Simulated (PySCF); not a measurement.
## Electronic structure of Pb⁺ (lead, charge +1) at the LDA level

Configuration: [Xe] 4f14 5d10 6s1 6p2, high-spin 4P determinant (an excited configuration). Computed with PySCF 2.14 in x2c-TZVPPall with one added diffuse shell each of s, p, d, f type (12s8p7d4f, 99 functions), with scalar relativity by spin-free X2C-1e.

```
Total energy                                                  : -20872.82 hartree
One-electron energy                                           : -28538.73 hartree
Hartree (Coulomb) energy                                      : 8048.10 hartree
Exchange-correlation energy                                   : -382.19 hartree
⟨S²⟩                                                          : 3.7514
⟨L²⟩                                                          : 2.009
Sum of ⟨r⟩                                                    : 45.95 bohr
Sum of ⟨r²⟩                                                   : 59.84 bohr²
Traceless quadrupole moment −½Σ⟨3z² − r²⟩ along its main axis : 3.63 e·bohr²
Langevin diamagnetic susceptibility                           : -47.4 ×10⁻⁶ cm³/mol
```

| shell | electrons | mean orbital energy (eV) | spread (eV) | rms radius, mean of both spins (bohr) |
| --- | --- | --- | --- | --- |
| 1s α | 1 | -87689.2 | 0 | 0.0181 |
| 1s β | 1 | -87689.1 | 0 | 0.0181 |
| 2s α | 1 | -15693.1 | 0 | 0.0731 |
| 2s β | 1 | -15693.0 | 0 | 0.0731 |
| 2p α | 3 | -13543.4 | 0.037 | 0.0673 |
| 2p β | 3 | -13543.3 | 0.052 | 0.0673 |
| 3s α | 1 | -3775.7 | 0 | 0.187 |
| 3s β | 1 | -3775.6 | 0 | 0.187 |
| 3p α | 3 | -3155.5 | 0.105 | 0.189 |
| 3p β | 3 | -3155.5 | 0.116 | 0.189 |
| 3d α | 5 | -2488.8 | 0.094 | 0.173 |
| 3d β | 5 | -2488.8 | 0.102 | 0.173 |
| 4s α | 1 | -861.04 | 0 | 0.409 |
| 4s β | 1 | -860.99 | 0 | 0.409 |
| 4p α | 3 | -656.35 | 0.214 | 0.436 |
| 4p β | 3 | -656.29 | 0.230 | 0.436 |
| 4d α | 5 | -410.37 | 0.212 | 0.464 |
| 4d β | 5 | -410.30 | 0.229 | 0.464 |
| 5s α | 1 | -153.24 | 0 | 0.904 |
| 5s β | 1 | -153.11 | 0 | 0.904 |
| 4f α | 7 | -142.60 | 0.230 | 0.496 |
| 4f β | 7 | -142.53 | 0.251 | 0.496 |
| 5p α | 3 | -95.957 | 0.413 | 1.04 |
| 5p β | 3 | -95.769 | 0.481 | 1.04 |
| 5d α | 5 | -30.822 | 0.451 | 1.40 |
| 5d β | 5 | -30.247 | 0.625 | 1.40 |
| 6s α | 1 | -21.314 | 0 | 2.35 |
| 6p α | 2 | -11.568 | 0 | 3.08 |

Spin-orbit coupling is strong in this species (close to jj coupling), so the high-spin LS determinant is a model state, not a physical level.

Densities and radii are taken from the X2C orbitals without a picture-change correction, which distorts them close to the nucleus.
